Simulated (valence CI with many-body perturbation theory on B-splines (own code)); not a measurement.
From CI to CI+MBPT in Sm3+

Calculated by valence CI with perturbative core correlation (CI+MBPT): five valence electrons over a frozen Dirac-Fock core [Xe], radial functions for each j: 7 s, 7 p, 7 d, 7 f, 4 g, 2 h, with the one-electron correlation potential Σ1, the two-electron term Σ2, the three-electron term Σ3, Breit, model QED; the open f shell's mean field enters the energy denominators; selected CI, second order for the rest, scaled by the run's own slope (own B-spline code, finite nucleus).

With an open or low-lying f shell, different configurations can be misplaced against each other by up to about 5,000 cm⁻¹. No measured spectrum was set against this ion. As an estimate, terms of the open shell hold to a few per cent of their energy, and close levels can change places. Core correlation moves these levels by up to 2300 cm⁻¹, and in measured spectra 5 to 20 % of such shifts remained as error; rates that hang on mixing are uncertain with them. Not all symmetries were solved, so the list stops early. Among the levels kept, up to 800 cm⁻¹ of a level comes from second order outside the variational space, and about a tenth of that is noise between levels of different J, which matters for small intervals. Only levels of the ground parity were solved; by the run's estimate the other parity begins above the list, which can be wrong where configurations are misplaced.

Each rung adds one term. CI alone is the Dirac-Coulomb CI over the frozen core; QED comes last and gives the full result, which names the levels. Energies are above 4f5 6H°_5/2 on the same rung, in cm⁻¹. A blank means that the level has no clear partner on that rung.

```tsv
Level	CI alone	Σ1	Σ2	Σ3	Breit	QED	Full
4f5 6H°_7/2			+262	+4.5	-127	+6.5	1074
4f5 6H°_9/2			+565	+7.3	-265	+13	2318
4f5 6H°_11/2			+889	+6.1	-415	+20	3691
4f5 6H°_13/2			+1229	-0.7	-570	+27	5146
4f5 6F°_1/2			+920	+85	-93	+11	6465
```

The middle columns are the shifts that each term adds.

Task: How does the ionisation energy move along the ladder, and which term matters most?

Result: CI alone 26.154, + Σ1 28.525, + Σ2 41.171, + Σ3 41.190, + Breit 41.290, + QED 41.309 eV. The largest step is Σ2, 12.647 eV. NIST lists 41.64 ± 0.11 eV (semi-empirical), further off than its uncertainty and the later steps.
